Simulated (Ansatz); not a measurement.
Basis-set series for B2H6OSi (`B[SiH](B)O`). Charge 0, multiplicity 1. The structure was optimised at the PBE0-D4/def2-TZVP level. It is one conformer, not always the lowest.

```tsv
functional	basis	functions	energy (Eh)	HOMO (eV)	LUMO (eV)
PBE0-D4	def2-TZVPP	219	-417.76633	-7.72	-2.75
PBE0-D4	def2-QZVPP	421	-417.78424	-7.73	-2.77
ωB97M-V	def2-TZVPP	219	-417.95795	-9.85	-0.82
ωB97M-V	def2-QZVPP	421	-417.97487	-9.87	-0.85
```

(1) Give the rows for def2-SVP. (Estimate.)

Answers

(1) The calculation gave: 
| functional | basis | functions | energy (Eh) | HOMO (eV) | LUMO (eV) |
| --- | --- | --- | --- | --- | --- |
| PBE0-D4 | def2-SVP | 90 | -417.50645 | -7.65 | -2.68 |
| ωB97M-V | def2-SVP | 90 | -417.68935 | -9.75 | -0.64 |

Computed with Ansatz.
